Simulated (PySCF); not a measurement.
# Field gradients at the hydrogen positions

Species: C₁₀H₁₅N.
Cartesian coordinates in Å at the PBE0-D3(BJ)/def2-SVP level; atoms count from 1:
```
atom  x, y, z in Å
C1    -1.3021   -2.4373    0.7794
C2    -1.1898   -0.9456    1.0674
N3    -0.4309   -0.2120    0.0814
C4    -1.1725    0.3532   -1.0220
C5    -1.6068    1.7962   -0.7998
C6     0.9402   -0.0906    0.1681
C7     1.6794   -0.7592    1.1703
C8     3.0611   -0.6268    1.2540
C9     3.7691    0.1633    0.3507
C10    3.0531    0.8258   -0.6445
C11    1.6707    0.7102   -0.7391
H12   -1.7799   -2.6131   -0.1970
H13   -1.9068   -2.9431    1.5481
H14   -0.3102   -2.9120    0.7539
H15   -2.1969   -0.4995    1.1171
H16   -0.7512   -0.7789    2.0642
H17   -2.0600   -0.2791   -1.1909
H18   -0.5778    0.2686   -1.9457
H19   -0.7371    2.4530   -0.6495
H20   -2.1790    2.1734   -1.6616
H21   -2.2445    1.8801    0.0938
H22    1.1739   -1.4041    1.8887
H23    3.5930   -1.1644    2.0436
H24    4.8541    0.2606    0.4204
H25    3.5776    1.4582   -1.3659
H26    1.1542    1.2648   -1.5222
```

Level: PBE0/pcSseg-1 (PySCF, non-relativistic); Q(2H) = 0.00286 b; rigid geometry, the same for H and D, with no vibrational averaging.

Problem. Rank these positions by the coupling χzz of a deuteron there, largest first.
A. H24 (aromatic hydrogen)
B. H18 (methylene hydrogen)
C. H13 (methyl hydrogen)

Solution. A (208 kHz), C (196 kHz), B (188 kHz).

Problem. Give the electric field gradient Vzz (the principal value of largest size), its asymmetry and the 2H coupling at each hydrogen.

Solution. 
| atom | bonded to | bond length (Å) | Vzz (au) | η | χzz (kHz) |
| --- | --- | --- | --- | --- | --- |
| H12 | C1 | 1.101 | 0.2916 | 0.03 | 196 |
| H13 | C1 | 1.101 | 0.2918 | 0.02 | 196 |
| H14 | C1 | 1.100 | 0.2907 | 0.03 | 195 |
| H15 | C2 | 1.103 | 0.2803 | 0.07 | 188 |
| H16 | C2 | 1.102 | 0.2796 | 0.04 | 188 |
| H17 | C4 | 1.103 | 0.2801 | 0.07 | 188 |
| H18 | C4 | 1.102 | 0.2794 | 0.05 | 188 |
| H19 | C5 | 1.100 | 0.2905 | 0.03 | 195 |
| H20 | C5 | 1.101 | 0.2918 | 0.02 | 196 |
| H21 | C5 | 1.101 | 0.2917 | 0.03 | 196 |
| H22 | C7 | 1.090 | 0.3113 | 0.11 | 209 |
| H23 | C8 | 1.093 | 0.3040 | 0.06 | 204 |
| H24 | C9 | 1.092 | 0.3093 | 0.08 | 208 |
| H25 | C10 | 1.093 | 0.3040 | 0.06 | 204 |
| H26 | C11 | 1.090 | 0.3112 | 0.10 | 209 |

Problem. How does χzz go with the bond length over the 15 C–H bonds?

Solution. A straight-line fit has a slope of -15.0 kHz for each 0.01 Å, with a correlation coefficient of -0.95, over lengths from 1.090 to 1.103 Å. The longer bonds have the smaller couplings here.

The structure is a single PBE0-D3(BJ)/def2-SVP conformer in the gas phase; no vibrational or solvent corrections. With so small a basis the couplings can be 20 % off.
